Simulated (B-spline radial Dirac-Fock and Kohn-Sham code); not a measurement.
# Dipole and non-dipole photoemission parameters of N⁺ 2p1/2

System: nitrogen as N⁺ in the configuration 1s2 2s2 2p2; threshold 25.50 eV (orbital energy of the model). These are calculated numbers from a B-spline atomic structure program; the model is Dirac-Hartree-Slater photoionisation with a Latter tail; cross sections with all multipoles, angular parameters from the dipole term and its interference with E2.

| hν (eV) | σ (kb) | β | γ | δ |
| --- | --- | --- | --- | --- |
| 60 | 530 | 1.499 | 0.056 | 0.007 |
| 79.7 | 264 | 1.510 | 0.085 | 0.008 |
| 100 | 144 | 1.489 | 0.112 | 0.009 |
| 119 | 89.3 | 1.460 | 0.136 | 0.010 |
| 121 | 85.3 | 1.456 | 0.139 | 0.010 |
| 133 | 65.2 | 1.435 | 0.154 | 0.011 |
| 155 | 41.7 | 1.393 | 0.178 | 0.013 |
| 160 | 38.0 | 1.383 | 0.182 | 0.013 |
| 280 | 6.80 | 1.144 | 0.252 | 0.024 |
| 296 | 5.70 | 1.116 | 0.258 | 0.025 |
| 304 | 5.23 | 1.102 | 0.260 | 0.026 |
| 346 | 3.45 | 1.037 | 0.273 | 0.030 |
| 455 | 1.42 | 0.903 | 0.297 | 0.040 |
| 600 | 0.571 | 0.774 | 0.324 | 0.052 |
| 677 | 0.380 | 0.720 | 0.338 | 0.058 |
| 865 | 0.164 | 0.619 | 0.369 | 0.071 |
| 1000 | 0.0987 | 0.563 | 0.389 | 0.081 |
| 1253.6 | 0.0438 | 0.479 | 0.421 | 0.097 |
| 2840 | 0.00201 | 0.251 | 0.555 | 0.176 |
| 3740 | 0.000677 | 0.178 | 0.605 | 0.211 |
| 4950 | 0.000220 | 0.115 | 0.639 | 0.253 |
| 6000 | 0.000101 | 0.092 | 0.659 | 0.283 |
| 6380 | ? | ? | ? | ? |
| 7870 | 3.41e-05 | 0.087 | 0.730 | 0.327 |
| 8047.8 | 3.12e-05 | 0.088 | 0.739 | 0.331 |
| 9910 | 1.35e-05 | 0.086 | 0.843 | 0.369 |
| 11200 | 8.22e-06 | 0.077 | 0.912 | 0.395 |
| 12000 | 6.19e-06 | 0.068 | 0.949 | 0.410 |
| 12100 | 5.98e-06 | 0.067 | 0.953 | 0.412 |
| 15000 | 2.45e-06 | 0.027 | 1.030 | 0.467 |

Question: Give the values at 6380 eV.

Answer: σ = 7.91e-05 kb, β = 0.088, γ = 0.670, δ = 0.293.
